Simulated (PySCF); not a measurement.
# Electron correlation in Cl²⁺ (chlorine, charge +2)

[Ne] 3s2 3p3, high-spin 4S determinant. All numbers are calculated (PySCF 2.14, no relativity, point nucleus, in 6-31G* (4s3p1d, 18 functions)). Frozen: [Ne]; 5 electrons correlated.

MP2 pair energies summed by pair of shells (mhartree):

```tsv
pair	energy	share (%)
3s-3p	-46.43	65.9
3p-3p	-16.84	23.9
3s-3s	-7.21	10.2
```

Total MP2 correlation energy: -70.48 mhartree.

Same-spin part -18.00 and opposite-spin part -52.48 mhartree; SCS-MP2 scales them by 1/3 and 6/5 to -68.98 mhartree.

| level | correlation energy (mhartree) |
| --- | --- |
| CCSD | -89.33 |
| (T) | -0.81 |
| CCSD(T) | -90.14 |

Diagnostics: T1 = 0.0027, D1 = 0.0069, largest double amplitude 0.060.

Cost of the coupled-cluster step: 0.1 s of wall time on 1 thread of AMD EPYC 7R43 64-Core Processor (shared host), for 5 correlated electrons.
